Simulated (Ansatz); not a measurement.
Relaxation of C2H11NO3Si2 (19 atoms, charge 0, multiplicity 1), to a largest force component of 0.02 eV/Å in at most 40 steps.

The calculation used Ansatz, RKS PBE0/STO-3G.

```xyz
19
Properties=species:S:1:pos:R:3
Si 0.000 0.000 0.000
N 0.000 0.000 1.820
H -0.877 -0.271 2.350
H 0.877 0.271 2.350
O 1.584 0.000 -0.559
Si 2.491 -1.376 -0.887
H 1.660 -2.352 -1.586
H 3.632 -1.020 -1.725
H 2.969 -1.954 0.366
O -0.791 1.371 -0.559
C -2.151 1.418 -0.965
H -2.769 0.822 -0.261
H -2.502 2.471 -0.964
H -2.247 0.998 -1.988
O -0.791 -1.371 -0.559
C -1.536 -2.268 0.250
H -1.225 -2.158 1.310
H -2.619 -2.040 0.157
H -1.349 -3.311 -0.083
```

**Question.** Where does it end, and by what steps?

**Answer.** The forces met the threshold. Limits of this set-up: minimal basis. After 28 steps the energy has fallen by 0.890 eV; H7 moved furthest, 1.40 Å.

```json
{"step": "0", "energy less start (eV)": "0.0000", "largest force component (eV/Å)": "2.982", "accepted": "yes"}
{"step": "1", "energy less start (eV)": "-0.5549", "largest force component (eV/Å)": "1.810", "accepted": "yes"}
{"step": "2", "energy less start (eV)": "-0.6974", "largest force component (eV/Å)": "1.013", "accepted": "yes"}
{"step": "3", "energy less start (eV)": "-0.7430", "largest force component (eV/Å)": "0.587", "accepted": "yes"}
{"step": "4", "energy less start (eV)": "-0.7789", "largest force component (eV/Å)": "0.602", "accepted": "yes"}
{"step": "5", "energy less start (eV)": "-0.7985", "largest force component (eV/Å)": "0.151", "accepted": "yes"}
{"step": "6", "energy less start (eV)": "-0.8056", "largest force component (eV/Å)": "0.160", "accepted": "yes"}
{"step": "7", "energy less start (eV)": "-0.8108", "largest force component (eV/Å)": "0.072", "accepted": "yes"}
{"step": "8", "energy less start (eV)": "-0.8147", "largest force component (eV/Å)": "0.068", "accepted": "yes"}
{"step": "9", "energy less start (eV)": "-0.8149", "largest force component (eV/Å)": "0.318", "accepted": "yes"}
{"step": "10", "energy less start (eV)": "-0.8224", "largest force component (eV/Å)": "0.075", "accepted": "yes"}
{"step": "11", "energy less start (eV)": "-0.8280", "largest force component (eV/Å)": "0.059", "accepted": "yes"}
{"step": "12", "energy less start (eV)": "-0.8320", "largest force component (eV/Å)": "0.243", "accepted": "yes"}
{"step": "13", "energy less start (eV)": "-0.8378", "largest force component (eV/Å)": "0.118", "accepted": "yes"}
{"step": "14", "energy less start (eV)": "-0.8461", "largest force component (eV/Å)": "0.131", "accepted": "yes"}
{"step": "15", "energy less start (eV)": "-0.8507", "largest force component (eV/Å)": "0.239", "accepted": "yes"}
{"step": "16", "energy less start (eV)": "-0.8575", "largest force component (eV/Å)": "0.151", "accepted": "yes"}
{"step": "17", "energy less start (eV)": "-0.8669", "largest force component (eV/Å)": "0.204", "accepted": "yes"}
{"step": "18", "energy less start (eV)": "-0.8746", "largest force component (eV/Å)": "0.130", "accepted": "yes"}
{"step": "19", "energy less start (eV)": "-0.8070", "largest force component (eV/Å)": "1.509", "accepted": "no"}
{"step": "20", "energy less start (eV)": "-0.8819", "largest force component (eV/Å)": "0.095", "accepted": "yes"}
{"step": "21", "energy less start (eV)": "-0.8839", "largest force component (eV/Å)": "0.114", "accepted": "yes"}
{"step": "22", "energy less start (eV)": "-0.8857", "largest force component (eV/Å)": "0.077", "accepted": "yes"}
{"step": "23", "energy less start (eV)": "-0.8876", "largest force component (eV/Å)": "0.063", "accepted": "yes"}
{"step": "24", "energy less start (eV)": "-0.8883", "largest force component (eV/Å)": "0.104", "accepted": "yes"}
{"step": "25", "energy less start (eV)": "-0.8891", "largest force component (eV/Å)": "0.050", "accepted": "yes"}
{"step": "26", "energy less start (eV)": "-0.8896", "largest force component (eV/Å)": "0.022", "accepted": "yes"}
{"step": "27", "energy less start (eV)": "-0.8900", "largest force component (eV/Å)": "0.023", "accepted": "yes"}
{"step": "28", "energy less start (eV)": "-0.8902", "largest force component (eV/Å)": "0.017", "accepted": "yes"}
```

```xyz
19
Properties=species:S:1:pos:R:3
Si 0.068 -0.147 0.185
N -0.386 0.055 1.866
H -0.612 1.045 2.098
H 0.381 -0.216 2.519
O 1.722 -0.145 -0.021
Si 2.412 -1.245 -1.113
H 1.775 -1.226 -2.414
H 3.788 -0.832 -1.262
H 2.392 -2.601 -0.602
O -0.529 1.170 -0.720
C -1.969 1.121 -0.862
H -2.515 1.164 0.104
H -2.278 2.003 -1.453
H -2.329 0.220 -1.403
O -0.473 -1.641 -0.417
C -1.552 -2.240 0.341
H -1.667 -1.797 1.352
H -2.521 -2.136 -0.189
H -1.354 -3.323 0.457
```

Whether the end is a true minimum wasn't checked by a vibrational analysis.

Run time: 7.7 min on 1 thread of Intel(R) Xeon(R) Processor @ 2.50GHz (Skylake/Cascade Lake), with other jobs on the host, peak memory 0.18 GiB.
